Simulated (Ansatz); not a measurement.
Consider the formal exchange of groups at a Ge–C bond: `C[CH2][GeH3]` + `C[SiH2]F` → `C[SiH](F)[GeH3]` + ethane.

Program: Ansatz. Geometries: PBE0-D4/def2-TZVP. ΔE: electronic, gas phase. CBS: MP2 limit from def2 TZ/QZ plus the TZ coupled-cluster correction, frozen cores. This one scheme is used for every species. DFT in def2-TZVPP. For Ge outer-core shells are correlated without core-valence functions, which leaves a few kJ/mol of doubt a bond. Scalar relativity is left out up to krypton.

`C[CH2][GeH3]`:

```xyz
11

C    -0.918   -0.854   -0.713
C    -0.635    0.324    0.208
Ge    1.278    0.596    0.538
H    -0.538   -1.790   -0.295
H    -1.991   -0.983   -0.879
H    -0.449   -0.721   -1.691
H    -1.123    0.186    1.177
H    -1.034    1.251   -0.213
H     2.012    0.855   -0.792
H     1.886   -0.662    1.188
H     1.513    1.797    1.473
```

`C[SiH2]F`:

Cartesian coordinates in Å:
```
C -0.066 0.306 -0.934
Si 0.085 -0.299 0.812
F -0.870 0.572 1.761
H 0.228 1.355 -1.012
H 0.585 -0.278 -1.591
H -1.091 0.207 -1.296
H -0.342 -1.716 0.937
H 1.471 -0.147 1.323
```

`C[SiH](F)[GeH3]`:

```xyz
11

C    -1.601    0.431    0.557
Si   -0.422   -0.604   -0.438
F    -0.528   -2.132    0.058
Ge    1.839    0.104   -0.187
H    -1.575    1.467    0.208
H    -2.624    0.061    0.450
H    -1.340    0.423    1.618
H    -0.807   -0.591   -1.876
H     1.989    1.550   -0.697
H     2.264    0.079    1.292
H     2.804   -0.786   -0.986
```

`CC`:

Cartesian coordinates in Å:
```
C 0.335 -0.551 -0.401
C -0.335 0.551 0.401
H -0.262 -0.829 -1.273
H 1.318 -0.239 -0.763
H 0.478 -1.452 0.200
H 0.262 0.828 1.273
H -1.318 0.239 0.763
H -0.477 1.452 -0.200
```

```csv
level,ΔE (eV)
BLYP-D4,-0.37
B97M-V,-0.36
ωB97X-V,-0.31
CAM-B3LYP,-0.31
```

Question: What does CCSD(T)/CBS give? (Best estimate.)

Answer: Ansatz gave: -0.28 eV. The listed levels differ from it by -0.09, -0.08, -0.03, -0.03 eV.

Largest T1 diagnostic among the species: 0.012.

From BLYP to BHLYP (50 % exact exchange), in def2-TZVPP and without D4, ΔE moves by +0.07 eV. Leaving LDA and LC-ωPBE aside and taking each functional with its dispersion term where it has one, the values, not all of them listed here, spread over 0.12 eV, from PBE-D4 to B2PLYP.
